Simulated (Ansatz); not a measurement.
Relaxation of AlH9O3Si3 (16 atoms, charge 0, multiplicity 1), to a largest force component of 0.02 eV/Å in at most 40 steps.

Level of theory: RKS PBE/STO-3G (Ansatz 0.2.0).

```xyz
16
Properties=species:S:1:pos:R:3
Al 0.000 0.000 0.000
O 0.000 0.000 1.780
Si -1.315 -0.407 2.744
H -2.239 -1.240 1.980
H -0.851 -1.143 3.916
H -1.999 0.809 3.173
O 1.542 0.000 -0.890
Si 2.387 -1.376 -1.352
H 1.460 -2.351 -1.918
H 3.388 -1.020 -2.353
H 3.050 -1.955 -0.187
O -1.542 0.000 -0.890
Si -2.691 -1.224 -0.827
H -2.288 -2.220 0.162
H -3.983 -0.659 -0.450
H -2.801 -1.857 -2.138
```

Task: Where does it end, and by what steps?

Result: The run converged. The force dipped under the threshold on the way, but the program's further checks kept it going. Limits of this set-up: minimal basis. After 26 steps the energy has fallen by 0.997 eV; H14 moved furthest, 2.24 Å.

```csv
step,energy less start (eV),largest force component (eV/Å),accepted
0,0.0000,2.345,yes
1,-0.4926,1.377,yes
2,-0.5909,0.544,yes
3,-0.6380,0.241,yes
4,-0.6755,0.123,yes
5,-0.7024,0.336,yes
6,-0.7277,0.322,yes
7,-0.7582,0.426,yes
8,-0.7790,0.476,yes
9,-0.8340,0.144,yes
10,-0.8652,0.089,yes
11,-0.8880,0.215,yes
12,-0.8998,0.417,yes
13,-0.9178,0.249,yes
14,-0.9415,0.020,yes
15,-0.9530,0.185,yes
16,-0.9601,0.220,yes
17,-0.9689,0.163,yes
18,-0.9773,0.135,yes
19,-0.9831,0.166,yes
20,-0.9868,0.155,yes
21,-0.9915,0.068,yes
22,-0.9940,0.109,yes
23,-0.9956,0.096,yes
24,-0.9967,0.034,yes
25,-0.9972,0.017,yes
26,-0.9973,0.019,yes
```

```xyz
16
Properties=species:S:1:pos:R:3
Al -0.492 -0.914 0.172
O 0.307 -0.758 1.673
Si -0.683 -0.426 3.029
H -1.665 -1.479 3.296
H 0.203 -0.333 4.184
H -1.411 0.839 2.914
O 0.404 -1.238 -1.245
Si 2.099 -1.394 -1.051
H 2.477 -2.507 -0.177
H 2.651 -1.652 -2.376
H 2.732 -0.182 -0.524
O -2.189 -0.745 0.088
Si -2.893 -0.926 -1.463
H -2.661 -2.248 -2.049
H -4.332 -0.753 -1.293
H -2.427 0.074 -2.425
```

Time of the run: 2.1 min on 1 thread of Arm Neoverse V2, on a shared host, peak memory 0.15 GiB.
